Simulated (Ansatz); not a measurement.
Consider the redistribution: `CBO[SiH](O)F` + `CO[SiH](C)O` → `C[Si@H](O)O[Si@@H](O)F` + `CBOC`.

Calculated with Ansatz (gas phase, PBE0-D4/def2-TZVP geometries, no zero-point term in ΔE). CCSD(T)/CBS adds triple-zeta CCSD(T) − MP2 to the extrapolated MP2 energy (def2 sets, frozen cores). DFT in def2-TZVPP. B3LYP here is the variant with VWN-RPA as its local correlation; programs differ in this. One conformer a species, not always the lowest.

| level | ΔE (kcal/mol) |
| --- | --- |
| B3LYP | -8.2 |
| CCSD/CBS(def2) | -8.7 |

(1) What does CCSD(T)/CBS give? (Estimate.)

Largest T1 diagnostic among the species: 0.012.

Answers

(1) Ansatz gave: -9.1 kcal/mol. The listed levels differ from it by 0.9, 0.4 kcal/mol.

In def2-TZVPP, CCSD(T) changes the Hartree–Fock value by −2.2 kcal/mol (the triples alone add −0.4 kcal/mol) and MP2 by −2.2 kcal/mol. The D4 term adds −1.0 kcal/mol with B3LYP and −0.6 kcal/mol with PBE0; it sums over pairs of atoms, weighted by their polarisabilities, and B3LYP, whose exchange is more repulsive, gets the larger term.
